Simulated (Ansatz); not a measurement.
Reaction (hydrogenolysis of the Si–F bond): `O[Si](O)(F)F` + H₂ → `O[SiH](O)F` + H–F

Gas-phase electronic energies from Ansatz, PBE0-D4/def2-TZVP geometries. CBS: MP2 limit from def2 TZ/QZ plus the TZ coupled-cluster correction, frozen cores. This one scheme is used for every species. Functionals use def2-TZVPP. Each species was taken in one conformer, which may not be the lowest.

CCSD(T)/CBS gives +1.37 eV.

Task: Another level gave +1.24 eV. Which?
A. SCS-MP2/def2-TZVPP
B. LC-ωPBE/def2-TZVPP
C. revPBE/def2-TZVPP
D. r2SCAN0-D4/def2-TZVPP

Result: C. revPBE 1.24, SCS-MP2/def2-TZVPP 1.38, r2SCAN0-D4 1.45, LC-ωPBE 1.33 eV.

Largest T1 diagnostic among the species: 0.011.

Leaving LDA and LC-ωPBE aside and taking each functional with its dispersion term where it has one, the values, not all of them listed here, spread over 0.19 eV, from PBE-D4 to B97M-V. LDA lies +0.06 eV from PBE without D4. At CCSD(T), def2-SVP lies −0.12 eV from the extrapolated value and def2-TZVPP −0.00 eV. From BLYP to BHLYP (50 % exact exchange), in def2-TZVPP and without D4, ΔE moves by +0.07 eV.
